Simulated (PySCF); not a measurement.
PySCF input for TiO₂, SMILES [O]=[Ti]=[O], multiplicity 1, TDA-B3LYP/def2-TZVPD. Geometry: ωB97X-D3(BJ)/def2-TZVP. The spin state was assumed, not searched. The isomer is the one that the SMILES or the coordinates give; other isomers of the formula were not compared.

```python
import numpy as np
from pyscf import gto, scf, dft, tdscf

mol = gto.M(
    atom='''
    Ti    0.00000000   -0.00000000    0.37878917
    O     0.00000000   -1.35534830   -0.52083511
    O     0.00000000    1.35534830   -0.52083510
    ''',
    basis='def2-TZVPD',
    charge=0,
    spin=0,
    symmetry=True,
    max_memory=1600,
    verbose=4,
)
mf = dft.RKS(mol, xc='b3lyp').density_fit(auxbasis='def2-universal-jkfit')
mf.grids.level = 3
mf.conv_tol = 1e-9
mf.max_cycle = 100
mf.kernel()
mf.grids = dft.Grids(mol).set(level=1).build(with_non0tab=True)  # coarser grid for the response kernel
td = tdscf.TDA(mf)
td.singlet = True
td.nstates = 10
td.conv_tol = 1e-4
td.kernel(x0=td.get_init_guess(mf, 15))
td.analyze()
tt = tdscf.TDA(mf)
tt.singlet = False
tt.nstates = 4
tt.conv_tol = 1e-4
tt.kernel(x0=tt.get_init_guess(mf, 9))
tt.analyze(verbose=3)
```

Program output:

```
PySCF version 2.14.0

[INPUT] verbose = 4
[INPUT] num. atoms = 3
[INPUT] num. electrons = 38
[INPUT] charge = 0
[INPUT] spin (= nelec alpha-beta = 2S) = 0
[INPUT] symmetry True subgroup None
[INPUT] Mole.unit = angstrom
[INPUT] Symbol           X                Y                Z      unit          X                Y                Z       unit  Magmom
[INPUT]  1 Ti     0.000000000000   0.000000000000   0.378789170000 AA    0.000000000000   0.000000000000   0.715807790251 Bohr   0.0
[INPUT]  2 O      0.000000000000  -1.355348300000  -0.520835110000 AA    0.000000000000  -2.561237090395  -0.984235713958 Bohr   0.0
[INPUT]  3 O      0.000000000000   1.355348300000  -0.520835100000 AA    0.000000000000   2.561237090395  -0.984235695060 Bohr   0.0

nuclear repulsion = 126.999066222144
point group symmetry = C2v
symmetry origin: [0.00000000e+00 0.00000000e+00 2.98377807e-09]
symmetry axis x: [-1. -0. -0.]
symmetry axis y: [0.00000000e+00 1.00000000e+00 4.95226296e-09]
symmetry axis z: [ 0.00000000e+00 -4.95226296e-09  1.00000000e+00]
num. orbitals of irrep A1 = 48
num. orbitals of irrep A2 = 18
num. orbitals of irrep B1 = 24
num. orbitals of irrep B2 = 38
number of shells = 44
number of NR pGTOs = 205
number of NR cGTOs = 128
basis = def2-TZVPD
ecp = {}


[settings echo left out]
init E= -999.891329597818
HOMO (B2) = -0.457273870785617  LUMO (A1) = -0.169739369673911  gap/eV = 7.82421
cycle= 1 E= -999.29226876841  delta_E= 0.599  |g|= 1.92  |ddm|= 2.21
HOMO (A1) = -0.221968147887516  LUMO (B1) = -0.119960841183162  gap/eV = 2.77576
cycle= 2 E= -978.203048347068  delta_E= 21.1  |g|= 9.94  |ddm|= 4.55
HOMO (A1) = -0.113081334289298  LUMO (B2) = -0.108897649829899  gap/eV = 0.11384
cycle= 3 E= -997.307568826444  delta_E= -19.1  |g|= 3.61  |ddm|= 3.09
HOMO (B2) = -0.284204794017583  LUMO (A1) = -0.166545680982492  gap/eV = 3.20167
cycle= 4 E= -999.955340800581  delta_E= -2.65  |g|= 0.744  |ddm|= 2.49
HOMO (B2) = -0.212936163683807  LUMO (A1) = -0.124852707025298  gap/eV = 2.39687
cycle= 5 E= -999.946013893055  delta_E= 0.00933  |g|= 0.738  |ddm|= 0.392
HOMO (B2) = -0.242740425122257  LUMO (A1) = -0.118756733146919  gap/eV = 3.37377
cycle= 6 E= -1000.01449158751  delta_E= -0.0685  |g|= 0.359  |ddm|= 0.164
HOMO (B2) = -0.260640809320389  LUMO (A1) = -0.117934639142471  gap/eV = 3.88323
cycle= 7 E= -1000.03611587275  delta_E= -0.0216  |g|= 0.0372  |ddm|= 0.129
HOMO (B2) = -0.262554909913835  LUMO (A1) = -0.118931143456407  gap/eV = 3.90820
cycle= 8 E= -1000.03635402769  delta_E= -0.000238  |g|= 0.00234  |ddm|= 0.0213
HOMO (B2) = -0.262039748806544  LUMO (A1) = -0.118852841694828  gap/eV = 3.89631
cycle= 9 E= -1000.03635560772  delta_E= -1.58e-06  |g|= 0.00116  |ddm|= 0.00281
HOMO (B2) = -0.261971893284649  LUMO (A1) = -0.118906974496977  gap/eV = 3.89299
cycle= 10 E= -1000.03635587136  delta_E= -2.64e-07  |g|= 0.000504  |ddm|= 0.000946
HOMO (B2) = -0.261961639480308  LUMO (A1) = -0.118881202594159  gap/eV = 3.89342
cycle= 11 E= -1000.03635592299  delta_E= -5.16e-08  |g|= 6.21e-05  |ddm|= 0.000292
HOMO (B2) = -0.261962099956435  LUMO (A1) = -0.118888036155268  gap/eV = 3.89324
cycle= 12 E= -1000.03635592423  delta_E= -1.24e-09  |g|= 2.08e-05  |ddm|= 7.82e-05
HOMO (B2) = -0.261962252729958  LUMO (A1) = -0.118887143482072  gap/eV = 3.89327
cycle= 13 E= -1000.03635592432  delta_E= -8.87e-11  |g|= 1.24e-06  |ddm|= 1.15e-05
HOMO (B2) = -0.261962285059106  LUMO (A1) = -0.11888730198196  gap/eV = 3.89327
Extra cycle  E= -1000.03635592432  delta_E= -9.09e-13  |g|= 3.9e-06  |ddm|= 2.49e-06
converged SCF energy = -1000.03635592432
tot grids = 17816


******** <class 'pyscf.tdscf.rks.TDA'> for <class 'pyscf.df.df_jk.DFSymAdaptedRKS'> ********
nstates = 10 singlet
deg_eia_thresh = 1.000e-03
wfnsym = None
conv_tol = 0.0001
eigh lindep = 1e-12
eigh level_shift = 0
eigh max_cycle = 100


Excitation energies (eV)
[2.72833143 3.31781428 3.43684605 3.5637709  3.90519943 4.08768694
 4.26387369 4.29220269 4.51104706 4.57669388]

** Singlet excitation energies and oscillator strengths **
Excited State   1:   B2      2.72833 eV    454.43 nm  f=0.0079
      19 -> 20       -0.68619
      19 -> 22        0.15941
Excited State   2:   A2      3.31781 eV    373.69 nm  f=0.0000
      19 -> 21       -0.70306
Excited State   3:   B2      3.43685 eV    360.75 nm  f=0.0043
      19 -> 20       -0.15464
      19 -> 22       -0.68526
Excited State   4:   A1      3.56377 eV    347.90 nm  f=0.0012
      18 -> 20       -0.69652
Excited State   5:   B1      3.90520 eV    317.48 nm  f=0.0186
      17 -> 20        0.69842
Excited State   6:   B1      4.08769 eV    303.31 nm  f=0.0005
      18 -> 21       -0.69861
Excited State   7:   A2      4.26387 eV    290.78 nm  f=0.0000
      16 -> 20        0.69258
      16 -> 22       -0.12816
Excited State   8:   A1      4.29220 eV    288.86 nm  f=0.0039
      17 -> 21       -0.42989
      18 -> 22       -0.54410
Excited State   9:   B2      4.51105 eV    274.85 nm  f=0.0060
      15 -> 20       -0.68172
      15 -> 22        0.13546
      16 -> 21        0.10969
Excited State  10:   B1      4.57669 eV    270.90 nm  f=0.0073
      17 -> 22       -0.68923

** Transition electric dipole moments (AU) **
state          X           Y           Z        Dip. S.      Osc.
  1        -0.0000      0.3437      0.0000      0.1181      0.0079
  2         0.0000      0.0000      0.0000      0.0000      0.0000
  3        -0.0000      0.2256      0.0000      0.0509      0.0043
  4        -0.0000      0.0000     -0.1162      0.0135      0.0012
  5         0.4414     -0.0000      0.0000      0.1948      0.0186
  6         0.0741     -0.0000     -0.0000      0.0055      0.0005
  7        -0.0000     -0.0000     -0.0000      0.0000      0.0000
  8         0.0000     -0.0000     -0.1937      0.0375      0.0039
  9        -0.0000     -0.2331     -0.0000      0.0543      0.0060
 10         0.2549      0.0000     -0.0000      0.0650      0.0073

** Transition velocity dipole moments (imaginary part, AU) **
state          X           Y           Z        Dip. S.      Osc.
  1        -0.0000     -0.0304      0.0000      0.0009      0.0061
  2         0.0000     -0.0000      0.0000      0.0000      0.0000
  3        -0.0000     -0.0006      0.0000      0.0000      0.0000
  4         0.0000     -0.0000     -0.0425      0.0018      0.0092
  5        -0.0056     -0.0000      0.0000      0.0000      0.0001
  6         0.0143      0.0000     -0.0000      0.0002      0.0009
  7        -0.0000     -0.0000     -0.0000      0.0000      0.0000
  8         0.0000     -0.0000      0.0092      0.0001      0.0004
  9        -0.0000     -0.0504     -0.0000      0.0025      0.0102
 10        -0.0039      0.0000     -0.0000      0.0000      0.0001

** Transition magnetic dipole moments (imaginary part, AU) **
state          X           Y           Z
  1        -0.4784     -0.0000      0.0000
  2         0.0000     -0.0000      0.0898
  3         0.4195      0.0000     -0.0000
  4        -0.0000     -0.0000      0.0000
  5        -0.0000      0.7504      0.0000
  6         0.0000      0.9551      0.0000
  7        -0.0000      0.0000     -1.1261
  8         0.0000     -0.0000     -0.0000
  9         0.6090     -0.0000      0.0000
 10         0.0000      0.6994     -0.0000


******** <class 'pyscf.tdscf.rks.TDA'> for <class 'pyscf.df.df_jk.DFSymAdaptedRKS'> ********
nstates = 4 triplet
deg_eia_thresh = 1.000e-03
wfnsym = None
conv_tol = 0.0001
eigh lindep = 1e-12
eigh level_shift = 0
eigh max_cycle = 100


Excitation energies (eV)
[2.60152143 3.20857441 3.26320102 3.32864254]

** Triplet excitation energies and oscillator strengths **
Excited State   1:   B2      2.60152 eV    476.58 nm  f=0.0000
Excited State   2:   A2      3.20857 eV    386.42 nm  f=0.0000
Excited State   3:   B2      3.26320 eV    379.95 nm  f=0.0000
Excited State   4:   A1      3.32864 eV    372.48 nm  f=0.0000
```

Self-consistency was reached.

Cost: around 60 core-seconds (rough).
